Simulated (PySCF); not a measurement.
A side-by-side comparison of computed properties.

First species: C₄H₁₀BNO.
SMILES with atom numbers: `[CH2:1]=[CH:2][CH2:3][O:4][BH:5][NH:6][CH3:7]` (hydrogens: H8, H9 on C1; H10 on C2; H11, H12 on C3; H13 on B5; H14 on N6; H15, H16, H17 on C7)

Geometry (PBE0-D3(BJ)/def2-SVP, Å), atoms numbered from 1 in this order:
```xyz
17
C4H10BNO angstrom
C     -3.151    0.971   -0.402
C     -2.033    0.299   -0.675
C     -1.345   -0.631    0.274
O      0.010   -0.297    0.433
B      1.000   -0.951   -0.244
N      2.325   -0.510   -0.120
C      2.770    0.610    0.667
H     -3.635    0.896    0.577
H     -3.628    1.617   -1.144
H     -1.561    0.398   -1.661
H     -1.833   -0.589    1.262
H     -1.438   -1.669   -0.098
H      0.749   -1.910   -0.947
H      3.048   -1.017   -0.611
H      3.292    1.366    0.055
H      3.456    0.306    1.478
H      1.898    1.093    1.128
```

Second species: C8H13N.
InChI=1S/C8H13N/c1-3-7(4-1)8-5-2-6-9-8/h2,5,7-9H,1,3-4,6H2/t8-/m0/s1

Levels: B3LYP/def2-SVPD for HOMO energy, LUMO energy, HOMO–LUMO gap and static isotropic polarisability; TDDFT B3LYP/def2-SVPD for lowest singlet excitation; TDA B3LYP/def2-SVPD for lowest triplet excitation (Tamm–Dancoff); ΔSCF B3LYP/def2-SVPD for vertical ionisation energy. Geometries: PBE0-D3(BJ)/def2-SVP. Each species is one conformer at its optimised geometry, gas phase, non-relativistic unless stated; the electronic structure was computed with PySCF and density fitting.

The conformers computed, where there is a choice (atom-mapped SMILES and torsion angles):
- `[CH2:1]=[CH:2][CH2:3][O:4][BH:5][NH:6][CH3:7]`: C1–C2–C3–O4 -127°, C2–C3–O4–B5 -99°, C3–O4–B5–N6 175°, O4–B5–N6–C7 -1°

The conformers of `C1=C[C@@H](C2CCC2)NC1` aren't listed.

```
                                property  column X  column Y
                             HOMO energy  -6.83 eV  -6.03 eV
                             LUMO energy  -0.22 eV   0.15 eV
                           HOMO–LUMO gap   6.61 eV   6.18 eV
               lowest singlet excitation   5.88 eV   5.19 eV
lowest triplet excitation (Tamm–Dancoff)   4.42 eV   4.27 eV
         static isotropic polarisability   80.0 au   97.7 au
              vertical ionisation energy   8.84 eV   8.17 eV
```

**Question.** Which column belongs to which species?

**Answer.** Column X is the first species and column Y the second. The first has 17 atoms and 54 electrons, the second 22 and 68.

**Question.** How does each property change from the first species to the second?

**Answer.** HOMO energy +0.80 eV; LUMO energy +0.37 eV; HOMO–LUMO gap -0.43 eV; lowest singlet excitation -0.69 eV; lowest triplet excitation (Tamm–Dancoff) -0.15 eV; static isotropic polarisability +17.7 au; vertical ionisation energy -0.67 eV.

On the first: No computed singlet falls in the visible range (750 to 380 nm, 1.65 to 3.26 eV); S1 lies 2.62 eV above its blue end. The ΔSCF ionisation energy exceeds −ε(HOMO) by 2.01 eV with B3LYP.

On the second: No computed singlet falls in the visible range (750 to 380 nm, 1.65 to 3.26 eV); S1 lies 1.93 eV above its blue end. The ΔSCF ionisation energy exceeds −ε(HOMO) by 2.14 eV with B3LYP.
